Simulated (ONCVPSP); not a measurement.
## Configuration tests for zirconium (ONCV)

Zr, optimised norm-conserving Vanderbilt (ONCV), made with ONCVPSP 4.0.1 (PBE, scalar-relativistic). Core [Ar] 3d10, reference 4s2 4p6 4d2 5s1.75 5p0.25. Waves: 4s+5s: rc 2.40 bohr, ncon 4, nbas 8, qcut 5.3 1/bohr, 2 projectors; 4p+5p: rc 2.00 bohr, ncon 5, nbas 9, qcut 6.1 1/bohr, 2 projectors; 4d: rc 2.25 bohr, ncon 3, nbas 8, qcut 7.1 1/bohr, 2 projectors, debl 1.6 Ha. Local part: polynomial inside 1.75 bohr (lpopt 5, dvloc0 0 Ha). Core correction: Teter function fitted to the true core (icmod 2), fcfact 0.7.

Energies are relative to the spin-unpolarised reference configuration 4s2 4p6 4d2 5s1.75 5p0.25; without spin polarisation the order of configurations can differ from experiment.

```
valence configuration  charge  ΔE all-electron (eV)  error AE − PS (meV)
  4s2 4p6 4d2 5s2 5p0       0                -0.747                  0.0
  4s2 4p6 4d3 5s0 5p0      +1                 6.775                  -14
```

Q: What are ΔE and the potential's error for 4s2 4p6 4d2 5s0 5p0?

A: ΔE = 19.331 eV all-electron; the error (AE − PS) is -9.8 meV.

Q: What are ΔE and the potential's error for 4s2 4p6 4d2 5s1 5p0?

A: ΔE = 6.391 eV all-electron; the error (AE − PS) is -1.8 meV.

Levels in the configuration 4s2 4p6 4d2 5s2 5p0:

| level | all-electron (eV) | pseudo (eV) |
| --- | --- | --- |
| 4s | -54.505 | -54.497 |
| 4p | -32.462 | -32.460 |
| 4d | -3.599 | -3.600 |
| 5s | -4.440 | -4.439 |
